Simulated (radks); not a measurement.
Problem. Species: the argon ion Ar5+. Configuration: [Ne] 3s2 3p1. Method: non-relativistic Kohn-Sham, SCAN, spin-unpolarised, spherical densities, point nucleus; meta-GGA in the generalised Kohn-Sham scheme; computed with a radial shooting solver on a logarithmic mesh with Libxc functionals. Some entries of the table are withheld. Estimate them.

| orbital | occ. | eigenvalue (hartree) | <r^2> (bohr^2) | r(max) (bohr) |
|---|---|---|---|---|
| 1s | 2 | -118.1927 | 0.009987 | 0.05655 |
| 2s | 2 | -14.33659 | 0.2018 | 0.3392 |
| 2p | 6 | -11.88554 | 0.1733 | 0.2808 |
| 3s | 2 | (1) | 1.717 | (2) |
| 3p | 1 | (3) | 1.900 | 1.140 |

Solution. 
(1) 3s eigenvalue (hartree): -3.63099
(2) 3s r(max) (bohr): 1.102
(3) 3p eigenvalue (hartree): -3.00313
